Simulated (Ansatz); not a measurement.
Relaxed structures of NaMgSiH2F, singlet (PBE0-D4/def2-TZVP; forces vanish, vibrations not checked; lower isomers may exist, and structures with a doubtful reference or unclear bonds are left out; Å). Ansatz 0.2.0; basis: def2-TZVPP; cores frozen in the correlated methods. The outer core shell of Li, Na, Mg and K is correlated. The def2 sets are not built for correlating such inner shells, so the correlated values are less sure here.

**Question.** Rank them by CCSD(T) energy, lowest first, and give each one's height above the lowest. Links in brackets join atoms within 1.22 times the sum of their covalent radii (1.1 for two metals). (To be estimated.)
A.
NaMgSiH₂F ([F]1[Na]2[SiH2][Mg]12)
```
6
angstrom
F -0.4275 -2.4254 0.3616
Mg 0.7510 -1.1025 0.9104
Si 0.0503 1.0765 -0.2705
Na -1.6075 -1.1572 -0.9473
H 1.3272 1.5495 -0.9184
H -0.0934 2.0592 0.8642
```
B.
NaMgSiH₂F ([SiH][Mg]12[H][Na]1[F]2)
```
6
angstrom
F -0.2473 -2.3815 0.5637
Mg -0.4183 -0.7407 -0.3351
Si 0.8214 1.5981 -0.0759
Na -1.6783 -3.3438 -0.6226
H -1.7052 -1.4316 -1.4857
H -0.3104 2.0497 0.8607
```
C.
NaMgSiH₂F ([F]1[Na][SiH][MgH]1)
```
6
angstrom
F -0.5562 -2.1014 0.4753
Mg 0.9627 -1.1665 1.0834
Si 0.2683 0.7828 -0.6867
Na -1.7345 -1.2028 -1.0028
H 1.0348 2.0633 -0.9011
H 2.0856 -1.6703 2.2870
```

**Answer.** Computed: A (0.0 kJ/mol), B (117.5 kJ/mol), C (132.0 kJ/mol). Heights count from the lowest.

T1 diagnostic: at most 0.013. The restricted Hartree–Fock reference is unstable towards an unrestricted one at one or more of these structures.

For scale, one of the runs: CCSD(T)/def2-TZVPP, 165 basis functions, launched by `ansatz run in.yaml --threads 2 --pin off --events-out ev --progress --plain --max-ram 4352MiB`. The run took 72 s on 2 CPU threads of an Arm Neoverse V2 (shared host), with 1.6 GiB of host memory at its peak.
